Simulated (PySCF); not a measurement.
A calculated (M06-2X, PySCF 2.14, x2c-SVPall, scalar relativity by spin-free X2C-1e) atom or ion has these occupied shells.

| shell | electrons | orbital energy (eV) | rms radius, mean of both spins (bohr) |
| --- | --- | --- | --- |
| 1s | 2 | -9641.3 | 0.0581 |
| 2s | 2 | -1213.4 | 0.245 |
| 2p | 6 | -1057.1 | 0.219 |
| 3s | 2 | -162.75 | 0.734 |
| 3p | 6 | -115.44 | 0.778 |
| 3d | 10 | -37.310 | 0.997 |

Name the element and its charge.

Zn²⁺ (zinc, charge +2), in [Ar] 3d10, closed-shell 1S.
